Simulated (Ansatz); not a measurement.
Gas-phase electronic energies from Ansatz, PBE0-D4/def2-TZVP geometries. CBS: MP2 limit from def2 TZ/QZ plus the TZ coupled-cluster correction, frozen cores. This one scheme is used for every species. DFT in def2-TZVPP. Elements past krypton have def2 core potentials. For Mo outer-core shells are correlated without core-valence functions, which leaves a few kJ/mol of doubt a bond. One conformer a species, not always the lowest.

`[O]=[Mo](=[O])([Cl])[Cl]` + NH₃ → `[NH2][Mo](=[O])(=[O])[Cl]` + HCl  (ligand exchange at a Mo–Cl bond)

| level | ΔE (kcal/mol) |
| --- | --- |
| r2SCAN0 | 11.8 |
| CCSD/def2-TZVPP | 10.3 |

(1) What does CCSD(T)/CBS give? (Estimate.)

Largest T1 diagnostic among the species: 0.024, so the coupled-cluster value is less sure than usual.

Results:

(1) Computed: +11.8 kcal/mol. The listed levels differ from it by 0.0, -1.5 kcal/mol.

Leaving LDA and LC-ωPBE aside and taking each functional with its dispersion term where it has one, the values, not all of them listed here, spread over 3.4 kcal/mol, from CAM-B3LYP-D4 to B97M-V. LDA lies −2.0 kcal/mol from PBE without D4. At CCSD(T), def2-SVP lies −2.9 kcal/mol from the extrapolated value and def2-TZVPP −0.9 kcal/mol.
